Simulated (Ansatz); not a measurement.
**A geometry optimisation of C6H7Al with r2SCAN-D4/def2-SVP**

The starting geometry of this gas-phase singlet was optimised with GFN2-xTB; its bonds are those of `CC#[C][AlH][C]#CC`.

```xyz
14

C    -4.2317    0.5109    1.6893
C    -3.0499    1.2533    1.3054
C    -2.0587    1.8809    0.9829
C     0.5887    2.4657   -1.1605
C     1.2270    2.1935   -2.1600
C     1.9904    1.8737   -3.3475
Al   -0.4631    2.8327    0.4269
H    -4.4772   -0.2215    0.9194
H    -4.0568   -0.0118    2.6302
H    -5.0766    1.1888    1.8136
H     0.0173    3.9875    1.3348
H     2.2827    0.8230   -3.3311
H     1.3907    2.0586   -4.2393
H     2.8893    2.4892   -3.3929
```

**Question.** Where would you expect an optimisation with r2SCAN-D4/def2-SVP to take it?

**Answer.** It keeps its bonds, and is `CC#[C][AlH][C]#CC`.

The energy falls by 0.10 eV over 6 steps:

| step | E − E(last) (eV) |
| --- | --- |
| 1 | 0.103 |
| 2 | 0.009 |
| 3 | 0.000 |
| 4 | 0.000 |
| 5 | 0.000 |
| 6 | 0.000 |

Final geometry (Å):

```csv
atom,x (Å),y (Å),z (Å)
C,-4.1742,0.5114,1.6227
C,-2.9896,1.2638,1.2559
C,-1.9848,1.9002,0.9438
C,0.5342,2.4529,-1.0937
C,1.1724,2.1778,-2.1080
C,1.9216,1.8491,-3.3057
Al,-0.4337,2.8945,0.4804
H,-4.4301,-0.2363,0.8545
H,-4.0232,-0.0215,2.5758
H,-5.0430,1.1780,1.7496
H,0.0509,4.0850,1.4017
H,2.2209,0.7881,-3.3059
H,1.3151,2.0228,-4.2097
H,2.8358,2.4589,-3.3902
```

No frequencies were run, so the end isn't proven a minimum. Run with Ansatz 0.2.0, 10 s on 4 threads of Arm Neoverse V1 (shared host).
